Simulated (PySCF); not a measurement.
Compound: C₈H₁₂.
SMILES with atom numbers: `[CH2:1]=[C:2](/[CH:3]=[CH:4]/[CH3:5])[CH:6]1[CH2:7][CH2:8]1`

Definitions: NICS(0) = −σiso at the ring centroid; NICS(1) = −σiso and NICS(1)zz = −σzz at ±1 Å along the ring normal z. Level: GIAO PBE0/pcSseg-1 (PySCF, non-relativistic, gas phase) on the GFN2-xTB geometry, one conformer.

Ring bond lengths (Å), with Mayer bond orders in brackets: C6–C7 1.498 (0.98), C7–C8 1.498 (0.98), C8–C6 1.503 (0.94).

Problem. What do the NICS probes read (ppm)?

Solution. 
```
    ring                                            type  NICS(0)  NICS(1), two faces  NICS(1)zz, two faces  rms pucker (Å)  centre to ring atoms, mean (Å)
C6–C7–C8  3-membered carbocycle; formal bonds all single    -43.0         -8.2 / -8.8         -22.4 / -20.5            0.00                            0.87
```

Problem. What do they say, and how far can they be read as aromaticity?

Solution. 
- C6–C7–C8: mean NICS(1)zz -21.4 ppm, shielded. C6, C7, C8 have four or more neighbours, so the value isn't read as a sign of a π ring current. A hydrogen on C6, outside the ring, lies only 1.43 Å from a NICS(1) probe, which then mostly feels that atom. NICS(0) lies 35 ppm below the mean NICS(1).

Problem. What field does 11.7 T along the ring normal induce along that normal at the first NICS(1) probe listed for ring C6–C7–C8, 1 Å off the ring?

Solution. NICSzz × B0 = -22.4 ppm × 11.7 T = -262 μT, against the applied field.

Shape of the structure used: `[CH2:1]=[C:2](/[CH:3]=[CH:4]/[CH3:5])[CH:6]1[CH2:7][CH2:8]1`: C1–C2–C3–C4 -178°, C1–C2–C6–C7 35°.
